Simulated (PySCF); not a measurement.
Gas-phase reaction: W2O6 + 4 FO ⇌ 2 WO2F2 + 6 O

Energies from PySCF, thermal terms from the rigid-rotor harmonic-oscillator model, ideal gas at 1 bar. † marks an energy on the PBE0/def2-TZVP geometry and frequencies. CCSD(T) freezes the core. Open shells (unrestricted): FO (multiplicity 2, electronic degeneracy 4), O (multiplicity 3, electronic degeneracy 9); the rest are closed-shell singlets. Spin-orbit splitting is ignored; it lowers the true energy and changes the entropy of FO, O. W: scalar-relativistic def2 core potential, no spin-orbit coupling. W2O6, WO2F2: computed as isolated molecules; such fragments, hydroxides, amides, oligomers or adducts are transient or little studied in the gas. CCSD(T) isn't extrapolated to the basis-set limit. The harmonic model lacks anharmonicity and excited electronic states, which grow with temperature; levels with a mode under 35 cm⁻¹ are left out. Soft modes under 120 cm⁻¹ make the harmonic entropy rough for W2O6. Warning, large T1 diagnostic: W2O6, WO2F2 (CCSD(T)/def2-SVP†).

```
level               ΔE electronic, kJ  ΔH°(298 K), kJ  ΔS°(298 K), J/K  ΔG°(1800 K), kJ
------------------  -----------------  --------------  ---------------  ---------------
CCSD(T)/def2-SVP†                  40              26              348             -640
HF/def2-TZVP†                    -838            -851              348            -1517
M06-2X/def2-TZVP†                 223             209              348             -457
PBE0/def2-QZVP†                   253             240              348             -426
r2SCAN/def2-TZVP†                 315             302              348             -364
LDA/def2-TZVP†                    882             868              348              202
ωB97X-V/def2-TZVP†                294             280              348             -385
```
ΔH° is lowest at HF/def2-TZVP† and highest at LDA/def2-TZVP†. No reference value is set beside these.
